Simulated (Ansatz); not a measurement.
Geometry optimisation, RKS PBE/def2-SVP in Ansatz.

The input (input.yaml):

```yaml
crystal:
  periodic: [false, false, false]
  atoms:
    - { symbol: Ga, position_ang: [0.0, 0.0, 0.0] }
    - { symbol: Cl, position_ang: [1.5475, 0.0, 1.8865] }
    - { symbol: H, position_ang: [1.7697, 0.0, 0.0287] }
    - { symbol: H, position_ang: [-1.3596, 0.0, -0.785] }
basis:
  gaussian: { orbitals: def2-SVP }
hamiltonian:
  xc: pbe
relax:
  f_tol: 0.15
  max_steps: 25
  restrain:
    - { distance: [1, 2], at: 1.37, k: 30.0 }
    - { distance: [0, 1], at: 3.44, k: 30.0 }
    - { distance: [0, 2], at: 2.77, k: 30.0 }
```

Launched with:

```bash
$ ansatz run input.yaml --threads 1 --pin off --max-ram 2048MiB --backend cpu --events-out ev --progress --plain --runs-dir out
```

Task: Where does it end, and by what steps?

Result: It converged. The restraints hold the end off the free minimum. After 8 steps the energy has fallen by 0.811 eV (the restraints' own energy left out); Ga1 moved furthest, 0.97 Å. Parted: Ga1–Cl2 (2.44 → 3.44 Å). Joined: Cl2–H3 (1.87 → 1.34 Å).

```
step  energy less start (eV)  largest force component (eV/Å)  accepted
   0                  0.0000                           3.450       yes
   1                  1.0877                           6.554       yes
   2                  1.8892                           8.936       yes
   3                  1.0989                           7.875       yes
   4                 -0.2194                           3.044       yes
   5                 -0.7082                           0.686       yes
   6                 -0.7560                           0.978       yes
   7                 -0.7953                           0.824       yes
   8                 -0.8112                           0.872       yes
```

```xyz
4
Properties=species:S:1:pos:R:3
Ga -0.154 0.000 -0.962
Cl 1.749 0.000 1.903
H 2.121 0.000 0.613
H -1.758 0.000 -0.423
```

Time of the run: 12 s on 1 thread of Arm Neoverse V1, with other jobs on the host, peak memory 0.11 GiB.
